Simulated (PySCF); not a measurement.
## CaP: energy against distance

Set-up: basis Ca 6-31G(d,p), P 6-31G(d,p); no relativity; PySCF 2.14. Energies in eV from Ca + P in their ground configurations at the same level. State: ²Π (doublet), unpaired electrons π ↑.

| R (Å) | TPSSh | BP86 | PBE |
| --- | --- | --- | --- |
| 2.166 | -0.779 | -1.000 | -0.966 |
| 2.267 | -1.214 | -1.426 | -1.391 |
| 2.368 | -1.451 | -1.659 | -1.623 |
| 2.443 | -1.531 | -1.739 | -1.702 |
| 2.519 | -1.549 | -1.757 | -1.720 |
| 2.595 | -1.518 | -1.728 | -1.690 |
| 2.695 | -1.425 | -1.635 | -1.597 |
| 2.821 | -1.252 | -1.462 | -1.423 |
| 2.972 | -1.003 | -1.210 | -1.169 |
| 3.174 | -0.653 | -0.852 | -0.810 |

Put a parabola through the three lowest points of the TPSSh curve and estimate Re, k and ωe (reduced mass 17.45 u; 1 eV/Å² = 0.16022 mdyn/Å; ωe = 1302.8·√(k/μ) cm⁻¹).

Through R = 2.443, 2.519, 2.595 Å the second-order coefficient is 4.24 eV/Å², so Re ≈ 2.509 Å, k ≈ 1.36 mdyn/Å and ωe ≈ 364 cm⁻¹. A polynomial fit of higher order to the unrounded TPSSh energies gives Re = 2.506 Å, k = 1.40 mdyn/Å, ωe = 369 cm⁻¹; anharmonicity and rounding make the difference.

The higher-order fit for each curve: TPSSh: Re = 2.506 Å, ωe = 369 cm⁻¹, De = 1.55 eV; BP86: Re = 2.507 Å, ωe = 366 cm⁻¹, De = 1.76 eV; PBE: Re = 2.506 Å, ωe = 367 cm⁻¹, De = 1.72 eV.

⟨S²⟩ of the unrestricted solution departs from its pure value on part of the curve, where spin states mix. The state is the lowest determinant that a PBE0 search found; another state may lie lower at other levels.
